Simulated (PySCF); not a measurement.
isobutene (C4H8), singlet, at a GFN2-xTB geometry; CCSD/cc-pVDZ run with PySCF.

Input for PySCF:
```python
from pyscf import gto, scf, cc

mol = gto.M(
    atom='''
C    -0.00358310   -0.00726810    1.44953113
C    -0.00031404   -0.00063701    0.12704302
H    -0.00279626    0.90390212    2.02374365
H    -0.00718605   -0.92415062    2.01456675
C     0.00471228    1.26727735   -0.67219236
H     0.00522655    2.14004904   -0.02485143
H     0.88583506    1.30548006   -1.31233657
H    -0.87305594    1.30972549   -1.31666310
C    -0.00135772   -1.26047284   -0.68488177
H    -0.00505058   -2.13969210   -0.04633590
H    -0.87930414   -1.29223249   -1.32972503
H     0.87958687   -1.29647792   -1.32539850
''',
    basis='cc-pvdz',
    verbose=4,
    max_memory=1800,
)

mf = scf.RHF(mol)
mf.kernel()

mycc = cc.CCSD(mf, frozen=4)
mycc.kernel()
print('E(CCSD) = %.10f' % mycc.e_tot)
```

Output, abridged:

```
PySCF version 2.14.0

[INPUT] verbose = 4
[INPUT] num. atoms = 12
[INPUT] num. electrons = 32
[INPUT] charge = 0
[INPUT] spin (= nelec alpha-beta = 2S) = 0
[INPUT] symmetry False subgroup None
[INPUT] Mole.unit = angstrom
[INPUT] Symbol           X                Y                Z      unit          X                Y                Z       unit  Magmom
[INPUT]  1 C     -0.003583100000  -0.007268100000   1.449531130000 AA   -0.006771077677  -0.013734718446   2.739216844731 Bohr   0.0
[INPUT]  2 C     -0.000314040000  -0.000637010000   0.127043020000 AA   -0.000593449592  -0.001203774439   0.240076513838 Bohr   0.0
[INPUT]  3 H     -0.002796260000   0.903902120000   2.023743650000 AA   -0.005284165573   1.708127450214   3.824321244828 Bohr   0.0
[INPUT]  4 H     -0.007186050000  -0.924150620000   2.014566750000 AA   -0.013579666417  -1.746391569647   3.806979417155 Bohr   0.0
[INPUT]  5 C      0.004712280000   1.267277350000  -0.672192360000 AA    0.008904918622   2.394807115365  -1.270259463425 Bohr   0.0
[INPUT]  6 H      0.005226550000   2.140049040000  -0.024851430000 AA    0.009876748076   4.044106578738  -0.046962396504 Bohr   0.0
[INPUT]  7 H      0.885835060000   1.305480060000  -1.312336570000 AA    1.673985654938   2.466999774481  -2.479956700551 Bohr   0.0
[INPUT]  8 H     -0.873055940000   1.309725490000  -1.316663100000 AA   -1.649836618025   2.475022474462  -2.488132657321 Bohr   0.0
[INPUT]  9 C     -0.001357720000  -1.260472840000  -0.684881770000 AA   -0.002565718954  -2.381948455053  -1.294238973007 Bohr   0.0
[INPUT] 10 H     -0.005050580000  -2.139692100000  -0.046335900000 AA   -0.009544212970  -4.043432059895  -0.087562160735 Bohr   0.0
[INPUT] 11 H     -0.879304140000  -1.292232490000  -1.329725030000 AA   -1.661644004796  -2.441965495365  -2.512816127679 Bohr   0.0
[INPUT] 12 H      0.879586870000  -1.296477920000  -1.325398500000 AA    1.662178287063  -2.449988195346  -2.504640170909 Bohr   0.0

nuclear repulsion = 120.428265436835
number of shells = 44
number of NR pGTOs = 160
number of NR cGTOs = 96
basis = cc-pvdz
ecp = {}

******** <class 'pyscf.scf.hf.RHF'> ********
method = RHF
initial guess = minao
damping factor = 0
level_shift factor = 0
DIIS = <class 'pyscf.scf.diis.CDIIS'>
diis_start_cycle = 1
diis_space = 8
diis_damp = 0
SCF conv_tol = 1e-09
SCF conv_tol_grad = None
SCF max_cycles = 50
direct_scf = True
direct_scf_tol = 1e-13
Set gradient conv threshold to 3.16228e-05
Initial guess from minao.
init E= -156.792054705671
  HOMO = -0.250730751294504  LUMO = 0.067600521377785  gap/eV = 8.66224
cycle= 1 E= -156.081461413367  delta_E= 0.711  |g|= 0.326  |ddm|= 2.93
  HOMO = -0.353389603775109  LUMO = 0.165542945427767  gap/eV = 14.12087
cycle= 2 E= -156.120010482319  delta_E= -0.0385  |g|= 0.101  |ddm|= 0.356
  HOMO = -0.344898548895102  LUMO = 0.182738524691205  gap/eV = 14.35774
cycle= 3 E= -156.123080750043  delta_E= -0.00307  |g|= 0.0506  |ddm|= 0.128
  HOMO = -0.346548921787837  LUMO = 0.181008879633011  gap/eV = 14.35558
cycle= 4 E= -156.123806536773  delta_E= -0.000726  |g|= 0.00535  |ddm|= 0.0497
  HOMO = -0.346609293601709  LUMO = 0.180866266871089  gap/eV = 14.35334
cycle= 5 E= -156.12381691544  delta_E= -1.04e-05  |g|= 0.00138  |ddm|= 0.00839
  HOMO = -0.346548588688504  LUMO = 0.180972220118288  gap/eV = 14.35457
cycle= 6 E= -156.123817891087  delta_E= -9.76e-07  |g|= 0.000445  |ddm|= 0.00265
  HOMO = -0.346492828380499  LUMO = 0.180976549235937  gap/eV = 14.35317
cycle= 7 E= -156.123818002659  delta_E= -1.12e-07  |g|= 0.00014  |ddm|= 0.000966
  HOMO = -0.346507488173545  LUMO = 0.180978100633947  gap/eV = 14.35361
cycle= 8 E= -156.123818016785  delta_E= -1.41e-08  |g|= 4.89e-05  |ddm|= 0.000359
  HOMO = -0.346495195950396  LUMO = 0.180980901369429  gap/eV = 14.35336
cycle= 9 E= -156.123818018284  delta_E= -1.5e-09  |g|= 1.74e-05  |ddm|= 9.57e-05
  HOMO = -0.346498700654305  LUMO = 0.180981723057144  gap/eV = 14.35347
cycle= 10 E= -156.123818018501  delta_E= -2.17e-10  |g|= 2.57e-06  |ddm|= 4.45e-05
  HOMO = -0.346498348948896  LUMO = 0.18098177317152  gap/eV = 14.35347
Extra cycle  E= -156.123818018502  delta_E= -1.65e-12  |g|= 1e-06  |ddm|= 3.82e-06
converged SCF energy = -156.123818018502

******** <class 'pyscf.cc.ccsd.CCSD'> ********
CC2 = 0
CCSD nocc = 12, nmo = 92
frozen orbitals 4
max_cycle = 50
direct = 0
conv_tol = 1e-07
conv_tol_normt = 1e-05
diis_space = 6
diis_start_cycle = 0
diis_start_energy_diff = 1e+09
Init t2, MP2 energy = -156.684309241706  E_corr(MP2) -0.560491223203423
Init E_corr(CCSD) = -0.560491223203957
cycle = 1  E_corr(CCSD) = -0.595294936293538  dE = -0.0348037131  norm(t1,t2) = 0.0552722
cycle = 2  E_corr(CCSD) = -0.609253724271772  dE = -0.013958788  norm(t1,t2) = 0.0193539
cycle = 3  E_corr(CCSD) = -0.613740773129432  dE = -0.00448704886  norm(t1,t2) = 0.00834839
cycle = 4  E_corr(CCSD) = -0.614677407915209  dE = -0.000936634786  norm(t1,t2) = 0.00249901
cycle = 5  E_corr(CCSD) = -0.614476720334665  dE = 0.000200687581  norm(t1,t2) = 0.000782597
cycle = 6  E_corr(CCSD) = -0.614447326402345  dE = 2.93939323e-05  norm(t1,t2) = 0.000160307
cycle = 7  E_corr(CCSD) = -0.614455530375618  dE = -8.20397327e-06  norm(t1,t2) = 5.60751e-05
cycle = 8  E_corr(CCSD) = -0.614456318201212  dE = -7.87825594e-07  norm(t1,t2) = 1.77121e-05
cycle = 9  E_corr(CCSD) = -0.614455209909742  dE = 1.10829147e-06  norm(t1,t2) = 6.30337e-06
cycle = 10  E_corr(CCSD) = -0.614455207547061  dE = 2.36268183e-09  norm(t1,t2) = 2.19029e-06
CCSD converged
E(CCSD) = -156.7382732260492  E_corr = -0.6144552075470606
E(CCSD) = -156.7382732260
```
